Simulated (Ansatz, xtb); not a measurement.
## C4H5BrO2: which of two isomers lies lower

We compare X, `C/C(Br)=C/C(=O)O`, a singlet, with Y, `O=C(O)/C=C/CBr`, a singlet. Both are isolated molecules in the gas phase, relaxed with PBE-D3(BJ)/def2-SVP; the shapes shown needn't be the lowest conformers.

X (Å):

```yaml
atoms:
  - { symbol: C, position_ang: [-1.9258, 1.6827, -3.1586] }
  - { symbol: C, position_ang: [-0.6915, 1.5118, -2.3263] }
  - { symbol: C, position_ang: [-0.6833, 0.8649, -1.1341] }
  - { symbol: C, position_ang: [0.3863, 0.5764, -0.1551] }
  - { symbol: Br, position_ang: [0.8470, 2.2973, -3.1236] }
  - { symbol: O, position_ang: [0.1708, -0.0372, 0.8801] }
  - { symbol: O, position_ang: [1.6180, 1.0376, -0.4833] }
  - { symbol: H, position_ang: [-1.7884, 1.2258, -4.1604] }
  - { symbol: H, position_ang: [-2.1388, 2.7587, -3.3260] }
  - { symbol: H, position_ang: [-2.8000, 1.2148, -2.6659] }
  - { symbol: H, position_ang: [-1.6517, 0.4608, -0.7989] }
  - { symbol: H, position_ang: [2.1923, 0.7618, 0.2642] }
```

Y (Å):

| atom | x (Å) | y (Å) | z (Å) |
| --- | --- | --- | --- |
| C | -1.7571 | 2.4228 | -2.4332 |
| C | -1.1223 | 1.1165 | -2.1391 |
| C | -0.1150 | 0.9396 | -1.2552 |
| C | 0.4985 | -0.3805 | -0.9620 |
| Br | 2.4007 | -0.3896 | -1.5232 |
| O | -2.6663 | 2.5734 | -3.2321 |
| O | -1.2258 | 3.4533 | -1.7201 |
| H | -1.7237 | 4.2477 | -2.0091 |
| H | -1.5439 | 0.2748 | -2.7110 |
| H | 0.2846 | 1.8136 | -0.7145 |
| H | 0.0103 | -1.2126 | -1.5010 |
| H | 0.5281 | -0.5987 | 0.1224 |

Task: Which of the two would you expect CCSD(T)/def2-SVP + ΔMP2/def2-TZVPP electronic energies to favour?

Result: Too close to call at this level: CCSD(T)/def2-SVP + ΔMP2/def2-TZVPP gives E(Y) − E(X) = −5.26 kJ/mol.

The same difference at several levels:

```json
{"level": "GFN2-xTB", "geometry": "GFN2-xTB", "E(Y) − E(X) (kJ/mol)": "+15.17", "departure from the last row (kJ/mol)": "+20.43", "job, with rough time for the two": "optimisation, 0.15 s"}
{"level": "HF/STO-3G", "geometry": "GFN2-xTB", "E(Y) − E(X) (kJ/mol)": "+6.14", "departure from the last row (kJ/mol)": "+11.40", "job, with rough time for the two": "single point, 0.36 s"}
{"level": "r2SCAN-D4/def2-SVP", "geometry": "GFN2-xTB", "E(Y) − E(X) (kJ/mol)": "−1.88", "departure from the last row (kJ/mol)": "+3.37", "job, with rough time for the two": "single point, 3.1 s"}
{"level": "PBE-D3(BJ)/def2-SVP", "geometry": "PBE-D3(BJ)/def2-SVP", "E(Y) − E(X) (kJ/mol)": "+3.11", "departure from the last row (kJ/mol)": "+8.37", "job, with rough time for the two": "optimisation, 17 s"}
{"level": "HF/def2-SVP", "geometry": "PBE-D3(BJ)/def2-SVP", "E(Y) − E(X) (kJ/mol)": "−21.10", "departure from the last row (kJ/mol)": "−15.84", "job, with rough time for the two": "part of the CCSD(T) run"}
{"level": "MP2/def2-SVP", "geometry": "PBE-D3(BJ)/def2-SVP", "E(Y) − E(X) (kJ/mol)": "−0.05", "departure from the last row (kJ/mol)": "+5.20", "job, with rough time for the two": "part of the CCSD(T) run"}
{"level": "CCSD(T)/def2-SVP", "geometry": "PBE-D3(BJ)/def2-SVP", "E(Y) − E(X) (kJ/mol)": "−5.03", "departure from the last row (kJ/mol)": "+0.22", "job, with rough time for the two": "single point"}
{"level": "CCSD(T)/def2-SVP + ΔMP2/def2-TZVPP", "geometry": "PBE-D3(BJ)/def2-SVP", "E(Y) − E(X) (kJ/mol)": "−5.26", "departure from the last row (kJ/mol)": "", "job, with rough time for the two": "single point, 75 s"}
```

As drawn, both hold the same kinds of bond in the same numbers. Structure X has 1 methyl group, Y 0.

GFN2-xTB, HF/STO-3G, PBE-D3(BJ)/def2-SVP put the two in the other order. r2SCAN-D4/def2-SVP, MP2/def2-SVP find them nearly level. The largest departure from CCSD(T)/def2-SVP + ΔMP2/def2-TZVPP is that of GFN2-xTB, 20.43 kJ/mol. The last row adds to CCSD(T) the change of the MP2 difference between the two basis sets, here −0.22 kJ/mol.

With thermal terms from frequencies at re-optimised GFN2-xTB minima (ideal gas, soft modes damped towards free rotors, one conformer each, 298.15 K, 1 atm): the zero-point term adds +0.50 kJ/mol; ΔH is −5.06 and ΔG −6.36 kJ/mol.

The correlated steps freeze 15 core orbitals; the filled d shell of Br is correlated, in a basis made for valence electrons. Programs: Ansatz 0.2.0, xtb 6.7.1; the last row on 4 threads of Arm Neoverse V2 on a shared host.
